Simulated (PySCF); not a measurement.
A geometry optimisation on `[F][GaH2-][NH3+]`.

Method: PBE0-D3(BJ)/def2-SVP geometry optimisation, gas phase (PySCF 2.14.0). Start geometry: GFN2-xTB. The command runs a driver script over a list of jobs; the input below is this job's line of settings and its coordinates in Å.

Command:
```bash
OMP_NUM_THREADS=1 python probes_run.py task.json out
```

Input:
```
{"job": {"xc": "PBE0", "basis": "def2-SVP", "d3": "d3bj", "grid": 1, "shake": 0.01, "kind": "geom"}, "charge": 0, "multiplicity": 1}
N      1.064930     0.036810     0.106980
Ga    -1.113320    -0.250220    -0.027790
F     -1.252000     1.315060    -0.815900
H      1.699700    -0.624800     0.514670
H      1.336940     0.225270    -0.869890
H      1.151730     0.949770     0.600740
H     -1.573760    -0.248420     1.434860
H     -1.259090    -1.422620    -0.996130
```

Question: What does the run print?

Answer: 
```
step   0  E = -2081.72962532  max force = 0.030458
step   1  E = -2081.73179620  max force = 0.011351
step   2  E = -2081.73259686  max force = 0.003984
step   3  E = -2081.73283319  max force = 0.002089
step   4  E = -2081.73292858  max force = 0.002004
step   5  E = -2081.73298442  max force = 0.001047
step   6  E = -2081.73299556  max force = 0.000518
step   7  E = -2081.73299832  max force = 0.000101
optimisation converged
```

Energies in Eh; «max force» is the largest Cartesian gradient component in Eh/bohr.

Question: How much energy does the optimisation release, in kJ/mol?

Answer: E(step 0) − E(last step) = 0.003373 Eh, which is 8.9 kJ/mol.

Question: Give the first gradient maximum in eV/Å.

Answer: With 1 Eh/bohr = 51.422 eV/Å, 1.566 eV/Å.

Main results: final energy -2081.73300 Eh after 7 steps; dipole 5.67 D.

Question: Estimate the wall time. Hardware: an Arm Neoverse V1 with one thread, no GPU, shared host with 64 logical CPUs at a one-minute load of 41. And the peak memory of the process?

Answer: About 19 s, with 0.36 GiB resident at the peak, the Python interpreter and its libraries included.
Labels such as C1 count atoms from 1, the log's own numbers from 0.
